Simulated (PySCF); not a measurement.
Partial charges of `N#C[SiH2]S[SiH2]CC[SiH3]`

Compound: C₃H₁₁NSSi₃.
Structure used (GFN2-xTB), in Å, numbered top down from 1:
```
atom  x, y, z in Å
N1    -4.3190    1.5318    1.2329
C2    -4.0881    0.6244    0.5730
Si3   -3.6475   -0.8359   -0.5039
S4    -1.5491   -1.1945   -0.3249
Si5   -0.6428    0.7223   -0.7841
C6     1.2258    0.4087   -0.7822
C7     1.7366   -0.1177    0.5611
Si8    3.6102   -0.4457    0.5473
H9    -4.0022   -0.4576   -1.8670
H10   -4.2873   -2.0254    0.0277
H11   -1.1494    1.1238   -2.0949
H12   -1.0680    1.6502    0.2575
H13    1.7412    1.3382   -1.0312
H14    1.4804   -0.3055   -1.5682
H15    1.2029   -1.0377    0.8069
H16    1.4906    0.5998    1.3467
H17    4.3097    0.8051    0.2385
H18    4.0286   -0.9387    1.8592
H19    3.9176   -1.4364   -0.4867
```

Density: PBE0/pcSseg-1 (PySCF); schemes: Mulliken, IAO, Hirshfeld and ESP-fitted. Isolated species at its GFN2-xTB geometry (one conformer only).

**Question.** For which atoms does the sign change between the 4 schemes (beyond +0.03 e in one, beyond −0.03 e in another)?

**Answer.** C2.

**Question.** Which atoms carry the lowest charge in the Mulliken, IAO, Hirshfeld and ESP-fitted schemes?

**Answer.** The schemes don't all agree: Mulliken C7 (-0.552); IAO C7 (-0.527); Hirshfeld N1 (-0.189); ESP-fitted S4 (-0.375).

**Question.** Tabulate the Mulliken, IAO, Hirshfeld and ESP-fitted charges.

**Answer.** In e:

| atom | environment | Mulliken | IAO | Hirshfeld | ESP-fitted |
| --- | --- | --- | --- | --- | --- |
| N1 | cyano nitrogen | -0.195 | -0.186 | -0.189 | -0.369 |
| C2 | cyano carbon | -0.199 | -0.169 | -0.034 | +0.165 |
| Si3 | SiH2 silicon | +0.662 | +0.703 | +0.365 | +0.368 |
| S4 | sulfur bonded to 2 Si | -0.542 | -0.431 | -0.164 | -0.375 |
| Si5 | SiH2 silicon | +0.605 | +0.700 | +0.330 | +0.274 |
| C6 | sp3 carbon bound to silicon | -0.548 | -0.523 | -0.151 | -0.029 |
| C7 | sp3 carbon bound to silicon | -0.552 | -0.527 | -0.155 | -0.090 |
| Si8 | SiH3 silicon | +0.507 | +0.606 | +0.319 | +0.347 |
| H9 | Si–H hydrogen | -0.029 | -0.103 | -0.057 | -0.034 |
| H10 | Si–H hydrogen | -0.034 | -0.082 | -0.049 | -0.004 |
| H11 | Si–H hydrogen | -0.053 | -0.120 | -0.076 | -0.067 |
| H12 | Si–H hydrogen | -0.020 | -0.110 | -0.071 | -0.024 |
| H13 | methylene hydrogen | +0.160 | +0.151 | +0.044 | +0.033 |
| H14 | methylene hydrogen | +0.163 | +0.152 | +0.043 | +0.037 |
| H15 | methylene hydrogen | +0.171 | +0.150 | +0.033 | +0.055 |
| H16 | methylene hydrogen | +0.158 | +0.147 | +0.041 | +0.024 |
| H17 | Si–H hydrogen | -0.086 | -0.122 | -0.079 | -0.106 |
| H18 | Si–H hydrogen | -0.083 | -0.116 | -0.076 | -0.104 |
| H19 | Si–H hydrogen | -0.083 | -0.120 | -0.077 | -0.100 |

Mean size of the charges over all atoms: IAO 0.275 e, Mulliken 0.255 e, ESP-fitted 0.137 e, Hirshfeld 0.124 e. Each set sums to the total charge, 0, to within 0.001 e. The IAO scheme projects the occupied orbitals on a minimal set of polarised atomic orbitals and counts the electrons in each atom's part of it. The Mulliken scheme counts on each atom the diagonal of the density matrix times the overlap matrix over that atom's basis functions.

**Question.** Sum the charges by element, for elements with more than one atom.

**Answer.** 
```json
{"element": "C", "atoms": "3", "Mulliken": "-1.299", "IAO": "-1.219", "Hirshfeld": "-0.339", "ESP-fitted": "+0.045"}
{"element": "Si", "atoms": "3", "Mulliken": "+1.774", "IAO": "+2.009", "Hirshfeld": "+1.015", "ESP-fitted": "+0.989"}
{"element": "H", "atoms": "11", "Mulliken": "+0.262", "IAO": "-0.173", "Hirshfeld": "-0.323", "ESP-fitted": "-0.290"}
```

**Question.** How closely do the schemes follow one another over all atoms?

**Answer.** Correlation coefficient and root-mean-square difference: Mulliken with IAO 0.99, 0.056 e; IAO with Hirshfeld 0.96, 0.200 e; Mulliken with Hirshfeld 0.92, 0.198 e; Hirshfeld with ESP-fitted 0.89, 0.088 e; IAO with ESP-fitted 0.79, 0.231 e; Mulliken with ESP-fitted 0.78, 0.225 e.

**Question.** How many electrons does the ESP-fitted scheme count on N1?

**Answer.** Z − q = 7 − (-0.369) = 7.369.
